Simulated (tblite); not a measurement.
Compound: C9H14.
Numbering: `[CH2:1]=[C:2]([C:3]#[C:4][CH3:5])[C:6]([CH3:7])([CH3:8])[CH3:9]` (hydrogens: H10, H11 on C1; H12, H13, H14 on C5; H15, H16, H17 on C7; H18, H19, H20 on C8; H21, H22, H23 on C9)

Computed with GFN2-xTB (tblite), gas phase: L-BFGS steps from a force-field or distance-geometry start until the largest atomic force falls under 0.01 eV/Å.

Step 9: E = -716.5485 eV
```
atom  x, y, z in Å  |  force x, y, z in eV/Å
C1      0.0887    0.2369    2.1977    0.038   0.002  -0.019
C2      0.1140    0.0892    0.8730   -0.013  -0.002   0.088
C3      1.3712   -0.0971    0.2328   -0.054   0.013   0.075
C4      2.4816   -0.2492   -0.2061   -0.015   0.004  -0.062
C5      3.7924   -0.4356   -0.7920   -0.033  -0.002  -0.005
C6     -1.1116    0.1003   -0.0237    0.015  -0.003   0.054
C7     -2.4126    0.3069    0.7556    0.026  -0.006  -0.038
C8     -1.1992   -1.2387   -0.7653    0.013   0.027   0.014
C9     -0.9738    1.2384   -1.0405    0.006  -0.020   0.001
H10     1.0015    0.2179    2.7728   -0.029  -0.002  -0.035
H11    -0.8191    0.3823    2.7568    0.039  -0.011  -0.046
H12     4.1872    0.5159   -1.1481   -0.029   0.037   0.001
H13     3.7325   -1.1239   -1.6345   -0.009  -0.024  -0.025
H14     4.4856   -0.8426   -0.0561   -0.039  -0.008   0.038
H15    -2.4122    1.2646    1.2741   -0.005  -0.059  -0.012
H16    -2.5727   -0.4938    1.4757    0.009   0.048  -0.023
H17    -3.2400    0.3007    0.0468   -0.033   0.017   0.099
H18    -1.2670   -2.0602   -0.0550    0.011  -0.016  -0.012
H19    -0.3239   -1.3917   -1.3923    0.009  -0.010   0.014
H20    -2.0885   -1.2474   -1.3921    0.027  -0.056  -0.044
H21    -0.1003    1.0914   -1.6706    0.028   0.010   0.006
H22    -0.8782    2.1937   -0.5290    0.016   0.018  -0.007
H23    -1.8604    1.2690   -1.6697    0.020   0.043  -0.065
```

Step 10: E = -716.5500 eV
```
atom  x, y, z in Å  |  force x, y, z in eV/Å
C1      0.0900    0.2365    2.1975    0.010   0.011  -0.012
C2      0.1133    0.0905    0.8735   -0.015  -0.028   0.041
C3      1.3705   -0.0975    0.2353   -0.021   0.014   0.028
C4      2.4784   -0.2486   -0.2108   -0.060   0.003  -0.013
C5      3.7904   -0.4356   -0.7919   -0.031   0.002  -0.014
C6     -1.1127    0.1003   -0.0230    0.036   0.002   0.015
C7     -2.4141    0.3068    0.7560    0.068  -0.007  -0.033
C8     -1.1982   -1.2393   -0.7649    0.011   0.032   0.015
C9     -0.9724    1.2383   -1.0405    0.000  -0.016   0.007
H10     1.0026    0.2176    2.7706   -0.007  -0.001  -0.007
H11    -0.8189    0.3817    2.7527    0.018  -0.003   0.000
H12     4.1827    0.5174   -1.1469   -0.011   0.023  -0.001
H13     3.7300   -1.1241   -1.6343    0.008  -0.023  -0.027
H14     4.4813   -0.8427   -0.0533   -0.043   0.001   0.021
H15    -2.4092    1.2643    1.2748   -0.025  -0.061  -0.013
H16    -2.5694   -0.4945    1.4770   -0.013   0.057  -0.034
H17    -3.2421    0.3014    0.0476   -0.026   0.012   0.114
H18    -1.2659   -2.0606   -0.0537    0.011  -0.006  -0.028
H19    -0.3220   -1.3911   -1.3916    0.005  -0.011   0.027
H20    -2.0862   -1.2487   -1.3942    0.031  -0.056  -0.029
H21    -0.0979    1.0909   -1.6698    0.018   0.010   0.020
H22    -0.8773    2.1940   -0.5286    0.017   0.005  -0.016
H23    -1.8578    1.2700   -1.6715    0.021   0.040  -0.060
```

Task: Estimate the geometry and energy of step 11. (The exact step hangs on the optimiser's Hessian estimate; all steps are aligned on step 10, rigid shifts and turns removed.)

Result: E = -716.5515 eV, largest force 0.104 eV/Å
```
atom  x, y, z in Å  |  force x, y, z in eV/Å
C1      0.0913    0.2365    2.1973   -0.021   0.017   0.005
C2      0.1124    0.0912    0.8745   -0.013  -0.042  -0.018
C3      1.3694   -0.0976    0.2383    0.014   0.011  -0.021
C4      2.4741   -0.2479   -0.2157   -0.077  -0.001   0.022
C5      3.7876   -0.4357   -0.7920   -0.029   0.006  -0.022
C6     -1.1132    0.1003   -0.0220    0.036   0.005  -0.038
C7     -2.4143    0.3065    0.7558    0.079  -0.004  -0.015
C8     -1.1969   -1.2394   -0.7643    0.009   0.017   0.005
C9     -0.9709    1.2381   -1.0404    0.000   0.000   0.002
H10     1.0036    0.2173    2.7682    0.021   0.000   0.024
H11    -0.8183    0.3811    2.7486   -0.012   0.006   0.052
H12     4.1780    0.5192   -1.1457    0.002  -0.002  -0.001
H13     3.7277   -1.1247   -1.6345    0.024  -0.011  -0.018
H14     4.4761   -0.8428   -0.0501   -0.053   0.013  -0.003
H15    -2.4066    1.2629    1.2753   -0.034  -0.036  -0.004
H16    -2.5663   -0.4941    1.4776   -0.029   0.041  -0.028
H17    -3.2447    0.3023    0.0507   -0.020   0.006   0.102
H18    -1.2646   -2.0611   -0.0531    0.009   0.003  -0.036
H19    -0.3200   -1.3906   -1.3903    0.008  -0.010   0.034
H20    -2.0831   -1.2511   -1.3968    0.034  -0.047  -0.009
H21    -0.0951    1.0906   -1.6686    0.009   0.008   0.031
H22    -0.8760    2.1943   -0.5285    0.016  -0.009  -0.021
H23    -1.8547    1.2717   -1.6745    0.028   0.031  -0.043
```

The energy changes by -0.0015 eV. The first-order estimate −F·Δx gives -0.0022 eV and the mean of the old and new forces, exact on a quadratic surface, -0.0015 eV. The step makes an angle of 57° with the force vector and moves no atom by more than 0.007 Å.

What follows is the cost of the whole relaxation. Time: 0.39 s of wall time. Hardware: Arm Neoverse V1, one thread (shared host).
